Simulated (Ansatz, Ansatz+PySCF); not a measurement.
```xyz
6

C     0.0000   -0.0296   -0.6489
O     0.0000   -0.0656    0.7479
H     0.0000   -1.0687   -1.0110
H    -0.8949    0.4658   -1.0751
H     0.8949    0.4658   -1.0751
H     0.0000    0.8400    1.0713
```

Basis set: def2-SVP (spherical functions). Correlated methods keep 2 orbitals frozen. Charge 0, multiplicity 1.

Computed with Ansatz (development build ahead of 0.2.0); each method stands on the lowest determinant of its kind that the runs found. Restricted open shells among the atoms or ions are ROHF, correlated in semicanonical orbitals with singles. Restricted functionals stand beside restricted open-shell atoms, which can lie above the unrestricted atoms usual in DFT and then raise those values.

The atomization energy at this shape (free ground-state atoms in the same class of orbitals less the molecule, no zero-point energy) of singlet CH₄O:

```json
{"method": "ωB97X (unrestricted)", "atomization energy": "22.10 eV"}
{"method": "ωB97X (restricted)", "atomization energy": "22.24 eV"}
{"method": "r²SCAN (unrestricted)", "atomization energy": "22.13 eV"}
{"method": "r²SCAN (restricted)", "atomization energy": "22.30 eV"}
{"method": "PBE0 (restricted)", "atomization energy": "22.20 eV"}
{"method": "PBE0 (unrestricted)", "atomization energy": "22.09 eV"}
{"method": "PBE (unrestricted)", "atomization energy": "22.51 eV"}
{"method": "RHF-CCSD(T)", "atomization energy": "21.06 eV"}
{"method": "RHF-MP2", "atomization energy": "21.17 eV"}
{"method": "RHF", "atomization energy": "16.34 eV"}
{"method": "UHF", "atomization energy": "16.10 eV"}
```

What does PBE (restricted) give?

22.59 eV.
